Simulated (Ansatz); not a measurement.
Total energies of the cluster TiS3⁻ (the lowest doublet isomer of a short search) from Ansatz at PBE-D4/def2-TZVPD, gas phase (1 Eh = 27.2114 eV = 2625.5 kJ/mol). The reference geometry is relaxed at PBE0-D4/def2-SVPD.

```
atom    x (Å)    y (Å)    z (Å)
 Ti1  -0.0048   0.0403   0.0345
  S2  -0.3086  -1.4271   1.5985
  S3   2.0042   0.6466  -0.5017
  S4  -1.6908   0.7402  -1.1313
```

```
            state                      geometry  energy (Eh)
charge -1 doublet                     reference  -2043.57237
 charge 0 triplet                     reference  -2043.41103
charge -1 quartet  relaxed at PBE0-D4/def2-SVPD  -2043.49568
```

**Question.** Work out the vertical ionisation energy to the triplet.

**Answer.** E(charge 0 triplet) − E(charge -1 doublet) = -2043.41103 − (-2043.57237) = 0.16134 Eh = 4.39 eV. For comparison, −ε of the highest occupied level of the spin that leaves is 1.95 eV at this level, 2.44 eV less.

**Question.** Which of the charge -1 states is lowest, and how far above it are the others?

**Answer.** The doublet. quartet: -2043.49568 − (-2043.57237) = 0.07669 Eh = 201.3 kJ/mol.

At PBE-D4/def2-TZVPD the gap within one spin of the charge 0 triplet nearly closes, so an electron or hole may be smeared out by delocalisation error. At PBE-D4/def2-TZVPD the gap within one spin of the charge -1 quartet nearly closes, so an electron or hole may be smeared out by delocalisation error. At PBE-D4/def2-TZVPD the highest occupied level of the charge -1 quartet lies above zero (up to 0.19 eV). It is a level of α spin, whose loss leaves a triplet; that state wasn't run at this geometry and level. The electron is either unbound and held by the finite basis, or the level is raised by self-interaction error. 

The structure comes from a short search, and lower isomers may exist.
